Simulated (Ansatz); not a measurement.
Reaction (cleavage of the Zn–Ga bond): `[F][Zn][GaH2]` + HBr → `[F][Zn][Br]` + `[GaH3]`

Isolated molecules relaxed with PBE0-D4/def2-TZVP in Ansatz; ΔE leaves out vibrations. CBS: MP2 limit from def2 TZ/QZ plus the TZ coupled-cluster correction, frozen cores. Functionals use def2-TZVPP. For Br, Ga, Zn outer-core shells are correlated without core-valence functions, which leaves a few kJ/mol of doubt a bond. Scalar relativity is left out up to krypton.

`[F][Zn][GaH2]`:

Cartesian coordinates in Å:
```
F -0.822 -1.931 -2.395
Zn -0.365 -0.859 -1.064
Ga 0.256 0.602 0.747
H 0.031 2.156 0.648
H 0.899 0.032 2.064
```

HBr:

Cartesian coordinates in Å:
```
Br 0.552 -0.323 -0.309
H -0.552 0.323 0.309
```

`[F][Zn][Br]`:

Cartesian coordinates in Å:
```
F 1.422 0.780 0.987
Zn 0.117 0.064 0.081
Br -1.539 -0.844 -1.068
```

`[GaH3]`:

Z-matrix (Å, degrees):
```
Ga
H 1 1.568
H 1 1.568 2 120.0
H 1 1.568 2 120.0 3 -179.9
```

CCSD(T)/CBS gives -0.79 eV.

(1) Another level gave -0.56 eV. Which?
A. PBE-D4/def2-TZVPP
B. r2SCAN-D4/def2-TZVPP
C. HF/def2-TZVPP
D. r2SCAN0-D4/def2-TZVPP

Largest T1 diagnostic among the species: 0.016.

Results:

(1) A. PBE-D4 -0.56, r2SCAN0-D4 -0.79, r2SCAN-D4 -0.71, HF/def2-TZVPP -1.08 eV.

In def2-TZVPP, CCSD(T) changes the Hartree–Fock value by +0.32 eV (the triples alone add +0.03 eV) and MP2 by +0.29 eV. From r2SCAN to r2SCAN0 (25 % exact exchange), in def2-TZVPP and without D4, ΔE moves by −0.07 eV.
